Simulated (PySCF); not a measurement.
Mapped SMILES: `[CH3:1][C:2]#[C:3][Si:4]([OH:5])([OH:6])[O:7][CH2:8][CH3:9]`. Each H is labelled by its parent atom.

- coordinates at the PBE0-D3(BJ)/def2-SVP level
- shieldings: GIAO KT3/pcSseg-1
- code: PySCF 2.14.0 with density-fitted response routines
- isolated molecule, non-relativistic Hamiltonian, single conformer, rapidly exchanging positions averaged

Question: Predict the 2D correlation tables (HSQC, COSY, HMBC).

Answer: 

HSQC (one-bond C–H):
```tsv
δH	δC
3.91 (H(C8))	61.2 (C8)
1.96 (H(C1))	6.8 (C1)
1.19 (H(C9))	20.3 (C9)
```

COSY cross peaks (H two or three bonds apart, from the bond graph; peaks can be absent where the dihedral angle is near 90°):
```tsv
δH	δH
3.91 (H(C8))	1.19 (H(C9))
```

HMBC (two and three bonds, from the bond graph):
```tsv
δH	δC
3.91 (H(C8))	20.3 (C9)
1.96 (H(C1))	95.6 (C2), 70.8 (C3)
1.19 (H(C9))	61.2 (C8)
```

δ = σ(ref) − σ, references computed at the same level: $^{1}$H and $^{13}$C vs TMS.

OH/NH shifts are gas-phase values; hydrogen bonding in solution moves them, usually downfield. Shifts are as computed, not scaled to solution data. Of 1309 compounds with measured shifts, 239 miss one by over three times the rms of a fit or turn the order of signals round; such compounds aren't used in these exercises.
